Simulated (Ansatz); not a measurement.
Basis-set extrapolation for CH7FO3Si2, SMILES `O[SiH](O)C[SiH](O)F` (PBE0-D4/def2-TZVP geometry, frozen core, Ansatz). Multiplicity 1, RHF reference.

```json
{"": "HF", "def2-TZVPP": "-944.294542", "def2-QZVPP": "-944.330917"}
{"": "MP2 correlation", "def2-TZVPP": "-1.385348", "def2-QZVPP": "-1.500067"}
{"": "CCSD(T) correlation", "def2-TZVPP": "-1.469214", "def2-QZVPP": "not run"}
```

Energies in hartree. Use E(X) = E(∞) + A·exp(−7.88·√X) for Hartree–Fock and E(X) = E(∞) + B·X^(−2.97) for correlation, with X = 3 and 4, and add CCSD(T) minus MP2 of the smaller set to the MP2 limit.

Q: What is the CCSD(T) energy at the basis-set limit?

A: HF limit: -944.330917 + (-0.036375) × 0.13774 = -944.33593. MP2 limit: -1.500067 + (-0.114719) × 0.74074 = -1.58504. Higher-order term: -1.469214 − (-1.385348) = -0.08387. Total: -946.00484 hartree, 633.0 kJ/mol below CCSD(T)/def2-TZVPP.
